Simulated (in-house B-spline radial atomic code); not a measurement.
RPA and G0W0 for Mn II (Mn+), [Ar] 3d5 4s1, highest spin, as one setting changes: the highest l of the empty states. Start: Hartree-Fock. A dash marks a level of low quasi-particle weight. Computed with an all-electron radial atomic-structure program (B-spline basis): all electrons, scalar-relativistic (spin-free one-electron X2C), finite nucleus, each spin shell either full or empty, empty states to the listed l with an (l + 1/2)⁻⁴ tail; G0W0 by contour deformation at full frequency.

RPA overbinds a lone outer s electron by self-correlation, and G0W0 tends to as well.

| highest l of the empty states | RPA summed (Eh) | RPA extrapolated (Eh) | G0W0 level (eV) |
| --- | --- | --- | --- |
| 4 | -1.3084 | -1.4559 | 4s up -15.941 |
| 5 | ? | ? | ? |
| 6 | -1.3992 | -1.4496 | 4s up -15.947 |
| 7 | -1.4147 | -1.4462 | 4s up -15.946 |
| 8 | -1.4233 | -1.4439 | 4s up -15.945 |
| 9 | ? | ? | ? |
| 10 | -1.4319 | -1.442 | 4s up -15.944 |
| 11 | -1.4341 | -1.4415 | 4s up -15.944 |

Problem. What belongs in the row for 9?

Solution. RPA summed (Eh): -1.4286; RPA extrapolated (Eh): -1.4427; G0W0 level (eV): 4s up -15.944.

Problem. What belongs in the row for 5?

Solution. RPA summed (Eh): -1.3699; RPA extrapolated (Eh): -1.4556; G0W0 level (eV): 4s up -15.952.
